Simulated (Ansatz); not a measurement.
C2H8GaN (SMILES [CH3][Ga]([CH3])[NH2]), singlet, at a GFN2-xTB geometry (such geometries of metal compounds can be far from the true shape); BLYP/3-21G run with Ansatz (a quantum-chemistry and plane-wave program).

Input for Ansatz:
Ansatz 0.2 input:
```yaml
crystal:
  periodic: [false, false, false]
  atoms:
    - {symbol: Ga, position_ang: [-0.00709451, 0.00460620, -0.00714112]}
    - {symbol: C, position_ang: [-1.47199618, -1.39543412, -0.17665421]}
    - {symbol: H, position_ang: [-1.03944064, -2.37467805, -0.39585468]}
    - {symbol: H, position_ang: [-2.17872222, -1.14504898, -0.97070797]}
    - {symbol: H, position_ang: [-2.02896157, -1.48152489, 0.75972005]}
    - {symbol: C, position_ang: [0.13033080, 1.80004736, -0.94945224]}
    - {symbol: H, position_ang: [0.26125667, 1.66657442, -2.02620221]}
    - {symbol: H, position_ang: [0.98208639, 2.36703510, -0.56726568]}
    - {symbol: H, position_ang: [-0.77564079, 2.39282419, -0.80161230]}
    - {symbol: N, position_ang: [1.35270193, -0.41356163, 1.13700129]}
    - {symbol: H, position_ang: [2.15140436, 0.17015384, 1.35088087]}
    - {symbol: H, position_ang: [1.42902616, -1.27087592, 1.67004633]}
basis:
  gaussian:
    orbitals: 3-21G.json
    final_grid: {core_spheres: 10, valence_spheres: 20, degree: 41}
hamiltonian:
  xc: blyp
```
The basis file holds 3-21G in the JSON format of the Basis Set Exchange.

Output, abridged:

```
Functional definition: BLYP
896 factors; their error is unknown
mean field evaluation 1: about -55778.9842 eV, gradient 9.2e1 eV
mean field evaluation 2: about -55732.7657 eV, gradient 1.4e2 eV
mean field evaluation 4: about -55796.6764 eV, gradient 1.1e1 eV
mean field evaluation 8: about -55797.0865 eV, gradient 3.6e-1 eV
mean field evaluation 16: about -55796.9590 eV, gradient 2.5e-4 eV
a density is far from that of the atoms, so the factors are made again for it
811 factors; integrals over basis functions are off by at most 8.0e-5 eV
mean field -55796.95724101 eV, -2050.5003580711 hartree, gradient 2.0e-5 eV, S^2 0.000000; 0 other end points of the search recorded, 0 dependent functions left out
reference -55796.95757778 eV, -2050.5003704472 hartree; 29, 29 occupied and 37, 37 virtual orbitals, 811 factors
Total energy: -55796.95757778 eV, -2050.5003704472 hartree
```
